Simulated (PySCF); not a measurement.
## Working out the ionisation energy of N²⁺

N²⁺ [He] 2s2 2p1 (2P) → N³⁺ [He] 2s2 (1S). Computed with PySCF 2.14 in def2-TZVPPD (6s3p3d1f, 37 functions), with the non-relativistic Hamiltonian (point nucleus). Frozen: 1s2. Energies in hartree (1 hartree = 27.21139 eV):

| part | N²⁺ (lower) | N³⁺ (upper) |
| --- | --- | --- |
| UHF | -52.818581 | -51.080460 |
| CCSD correlation | -0.082410 | -0.085471 |
| (T) | -0.001021 | 0.000000 |

Problem. What does Hartree-Fock give?

Solution. (-51.080460) − (-52.818581) = 1.738121 hartree = 47.297 eV.

Problem. What do CCSD and CCSD(T) give?

Solution. The CCSD correlation energies differ by -0.003061 hartree = -0.083 eV and the triples by 0.001021 hartree = 0.028 eV, so CCSD gives 47.214 eV and CCSD(T) 47.242 eV.

A first-order spin-orbit estimate adds 0.015 eV to CCSD(T) (valence), giving 47.257 eV against 47.445 eV (semi-empirical (NIST evaluation); NIST Atomic Spectra Database, ionization energies).

The coupled-cluster amplitudes are large, so a single reference is strained.

What remains against the reference includes basis incompleteness, the frozen core and higher excitations.
